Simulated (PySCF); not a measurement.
B3LYP has the VWN-RPA correlation part, as in Gaussian. Excitations are Tamm–Dancoff values on a coarser integration grid. The basis has no diffuse functions, so Rydberg states are missing or too high.

HF2In, SMILES `[F][InH][F]` (charge 0, multiplicity 1)

All values below come from PySCF with B3LYP-D3(BJ)/def2-TZVP.

- HOMO: -9.73 eV
- dipole moment: 3.60 D
- LUMO: -2.34 eV
- HOMO–LUMO gap: 7.40 eV
- S1 excitation (TDA): 6.47 eV
- S1 oscillator strength: 0.017
- brightest of the four lowest singlets (TDA): 6.48 eV
- T1 excitation (TDA): 5.43 eV
- S1–T1 gap (TDA): 1.04 eV
- total energy: -390.6340 Ha
- cost: very roughly 30 core-seconds

```xyz
4

F      1.6087    -0.9295    -0.0070
In    -0.0073     0.1590     0.0000
F     -1.5171    -1.0725     0.0070
H     -0.0843     1.8431     0.0000
```
